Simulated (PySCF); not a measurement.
**Working out the electron affinity of Te**

Te⁻ [Kr] 4d10 5s2 5p5 (2P) → Te [Kr] 4d10 5s2 5p4 (3P). Computed with PySCF 2.14 in def2-QZVPPD with the def2 core potential (28 electrons), with scalar relativity through the core potential. Frozen: nothing. Energies in hartree (1 hartree = 27.21139 eV):

```tsv
part	Te⁻ (lower)	Te (upper)
UHF	-267.045660	-267.006952
MP2 opposite-spin	-0.494934	-0.469947
MP2 same-spin	-0.262702	-0.254579
```

What does Hartree-Fock give?

(-267.006952) − (-267.045660) = 0.038708 hartree = 1.053 eV.

What do MP2 and SCS-MP2 (6/5 opposite-spin, 1/3 same-spin) give?

The opposite-spin parts differ by 0.680 eV and the same-spin parts by 0.221 eV. MP2: 1.053 + (0.680) + (0.221) = 1.954 eV. SCS-MP2: 1.053 + 1.2 × (0.680) + (0.221)/3 = 1.943 eV.

Reference: 1.971 eV (measured; photodetachment measurements, as compiled on the Wikipedia data page of electron affinities), between the lowest levels; spin-orbit coupling is absent from the calculation.

What remains against the reference includes basis incompleteness and correlation beyond second order.
